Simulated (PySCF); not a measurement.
Write Cartesian coordinates for `C/C=C/[CH2][AlH2-][NH3+]` as optimised with PBE0-D3(BJ)/def2-SVP.

```xyz
18
C4H12AlN angstrom
C      2.0498    0.5128   -1.0584
C      0.9840    0.3280   -0.0241
C      0.6800   -0.8430    0.5735
C     -0.3865   -1.0929    1.5629
Al    -2.0028   -1.8356    0.6086
N     -2.0177   -0.4764   -0.9289
H      2.5051   -0.4492   -1.3390
H      1.6640    0.9823   -1.9801
H      2.8573    1.1708   -0.6933
H      0.4725    1.2388    0.3228
H      1.2366   -1.7301    0.2348
H     -0.6833   -0.1706    2.0918
H     -0.0696   -1.8309    2.3183
H     -1.7565   -3.2011   -0.2035
H     -3.4300   -1.5954    1.3049
H     -1.0406   -0.1431   -0.9857
H     -2.6213    0.3304   -0.7702
H     -2.2683   -0.8827   -1.8299
```

Orientation and origin are arbitrary. Atoms count from 1 in this order. The C–C distances run from 1.349 Å (C2=C3, drawn double) to 1.497 Å (C1–C2, drawn single), a spread of 0.148 Å. Al5 (aluminium bonded to C, N and 2 H) has angles from 96.7° to 118.8°. Of the pairs four or more bonds apart, C2···H16 is among the closest relative to their van der Waals radii: 2.29 Å, 79 % of the sum of Bondi's values. N6 (nitrogen bonded to Al and 3 H) is distorted tetrahedral (angles from 104.3° to 114.3°).

Bonds between heavy atoms (Å): C1–C2 1.497, C2=C3 1.349, C3–C4 1.476, C4–Al5 2.019, Al5–N6 2.052.

Level of theory: PBE0-D3(BJ)/def2-SVP geometry optimisation, gas phase in PySCF.

Point group: C1 (no symmetry element, even within 0.4 Å). No PBE0-D3(BJ)/def2-SVP frequencies stand behind this structure, so it isn't proved a minimum. The numbers are those of one conformer (C2–C3–C4–Al5 97°, C3–C4–Al5–N6 -47°).
